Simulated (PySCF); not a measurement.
# Electronic structure of Sn⁻ (tin, charge -1) at the UHF level

Configuration: [Kr] 4d10 5s2 5p3, high-spin 4S determinant. All numbers are calculated (PySCF 2.14, scalar relativity through the core potential, in def2-TZVPPD with the def2 core potential (28 electrons) (7s5p4d2f, 56 functions)).

* Total energy: -213.373181 hartree
* One-electron energy: -381.2895 hartree
* Hartree (Coulomb) energy: 185.2048 hartree
* Exchange energy: -17.2885 hartree
* ⟨S²⟩: 3.7547
* ⟨L²⟩: 0.000
* Sum of ⟨r⟩: 33.98 bohr
* Sum of ⟨r²⟩: 81.88 bohr²

```
shell  electrons  mean orbital energy (eV)  rms radius, mean of both spins (bohr)
 4s α          1                   -152.92                                  0.879
 4s β          1                   -152.78                                  0.879
 4p α          3                   -103.57                                  0.953
 4p β          3                   -103.42                                  0.953
 4d α          5                   -29.118                                   1.18
 4d β          5                   -28.948                                   1.18
 5s α          1                   -10.085                                   2.78
 5s β          1                    -5.475                                   2.78
 5p α          3                    -1.459                                   3.89
```

Energies and moments cover only the electrons outside the core potential.
